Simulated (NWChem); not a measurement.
System: C$_{4}$H$_{5}$F; SMILES C(F)(C)=C=C

Output (shortened):

```
             Northwest Computational Chemistry Package (NWChem) 7.3.0
             --------------------------------------------------------

 CS  symmetry detected

                             Geometry "geometry" -> ""
                             -------------------------

 Output coordinates in angstroms (scale by  1.889725989 to convert to a.u.)

  No.       Tag          Charge          X              Y              Z
 ---- ---------------- ---------- -------------- -------------- --------------
    1 C                    6.0000    -0.01165848    -2.22190936     0.00000000
    2 C                    6.0000    -0.04111826    -0.91448931     0.00000000
    3 C                    6.0000    -0.03651595     0.39860865     0.00000000
    4 C                    6.0000     1.15650415     1.28678808     0.00000000
    5 F                    9.0000    -1.19688524     1.08004398     0.00000000
    6 H                    1.0000    -0.00177966    -2.79643928     0.93450000
    7 H                    1.0000    -0.00177966    -2.79643928    -0.93450000
    8 H                    1.0000     2.08419637     0.70132392     0.00000000
    9 H                    1.0000     1.14403064     1.93858526    -0.88847300
   10 H                    1.0000     1.14403064     1.93858526     0.88847300

 Effective nuclear repulsion energy (a.u.)     155.7345847547

      Symmetry information
      --------------------

 Group name             Cs
 Group number              2
 Group order               2
 No. of unique centers     8

                                 NWChem DFT Module
                                 -----------------

 Summary of "ao basis" -> "ao basis" (spherical)
 ------------------------------------------------------------------------------
       Tag                 Description            Shells   Functions and Types
 ---------------- ------------------------------  ------  ---------------------
 C                           6-31g*                  6       14   3s2p1d
 F                           6-31g*                  6       14   3s2p1d
 H                           6-31g*                  2        2   2s

      Symmetry analysis of basis
      --------------------------

        a'         56
        a"         24

            General Information
            -------------------
          SCF calculation type: DFT
          Wavefunction type:  closed shell.
          No. of atoms     :    10
          No. of electrons :    38
           Alpha electrons :    19
            Beta electrons :    19
          Charge           :     0
          Spin multiplicity:     1
          Use of symmetry is: on ; symmetry adaption is: on
          Maximum number of iterations: 150
          AO basis - number of functions:    80
                     number of shells:    40
          Convergence on energy requested:  1.00D-06
          Convergence on density requested:  1.00D-05
          Convergence on gradient requested:  5.00D-04

              XC Information
              --------------
                      r^2SCAN Method XC Functional
               r^2SCAN metaGGA Exchange Functional  1.000
                     r^2SCAN Correlation Potential  1.000

             Grid Information
             ----------------
          Grid used for XC integration:  fine
          Radial quadrature: Mura-Knowles
          Angular quadrature: Lebedev.
          Tag              B.-S. Rad. Rad. Pts. Rad. Cut. Ang. Pts.
          ---              ---------- --------- --------- ---------
          C                   0.70       70          11.0       590
          F                   0.50       70          11.0       590
          H                   0.35       60          12.0       590
          Grid pruning is: on
          Number of quadrature shells:   530
          Spatial weights used:  Erf1

      Superposition of Atomic Density Guess
      -------------------------------------

 Sum of atomic energies:        -252.50451131

      Non-variational initial energy
      ------------------------------

 Total energy =    -255.128651
 1-e energy   =    -652.489756
 2-e energy   =     241.626520
 HOMO         =      -0.236238
 LUMO         =       0.005879

      Symmetry analysis of molecular orbitals - initial
      -------------------------------------------------

  Numbering of irreducible representations:

     1 a'          2 a"

  Orbital symmetries:

     1 a'          2 a'          3 a'          4 a'          5 a'
     6 a'          7 a'          8 a'          9 a'         10 a'
    11 a"         12 a'         13 a'         14 a"         15 a"
    16 a'         17 a'         18 a'         19 a"         20 a'
    21 a"         22 a'         23 a'         24 a'         25 a"
    26 a'         27 a"         28 a'         29 a'

     ---------------------------------------------
      Total Density - Mulliken Population Analysis
     ---------------------------------------------

[...]

                         DFT ENERGY GRADIENTS

    atom               coordinates                        gradient
                 x          y          z           x          y          z
   1 C      -0.022031  -4.198800   0.000000   -0.000089   0.002850   0.000000
   2 C      -0.077702  -1.728134   0.000000   -0.000049  -0.001116   0.000000
   3 C      -0.069005   0.753261   0.000000   -0.010282   0.009974   0.000000
   4 C       2.185476   2.431677   0.000000   -0.003006  -0.002978   0.000000
   5 F      -2.261785   2.040987   0.000000    0.011871  -0.007528   0.000000
   6 H      -0.003363  -5.284504   1.765949    0.000008  -0.001123   0.003351
   7 H      -0.003363  -5.284504  -1.765949    0.000008  -0.001123  -0.003351
   8 H       3.938560   1.325310   0.000000    0.002205  -0.001172   0.000000
   9 H       2.161904   3.663395  -1.678971   -0.000334   0.001108  -0.001880
  10 H       2.161904   3.663395   1.678971   -0.000334   0.001108   0.001880
```

Level: r2SCAN/6-31G* (spherical d). Structure relaxed at the PBE0/def2-SVP level.

Write an input that gives this output.

This is not unique; one that fits is the input that was run:
```
start job
memory heap 200 mb stack 900 mb global 1100 mb
geometry units angstroms noautoz
  C     -0.016785    -2.220122     0.000000
  C     -0.043255    -0.912638     0.000000
  C     -0.035650     0.400446     0.000000
  C      1.159398     1.285895     0.000000
  F     -1.194458     1.084533     0.000000
  H     -0.008220    -2.794673     0.934500
  H     -0.008220    -2.794673    -0.934500
  H      2.085749     0.698311     0.000000
  H      1.148415     1.937719    -0.888473
  H      1.148415     1.937719     0.888473
end
basis spherical
  * library 6-31g*
end
dft
  xc r2scan
  grid fine
  iterations 150
  mulliken
end
task dft gradient
```
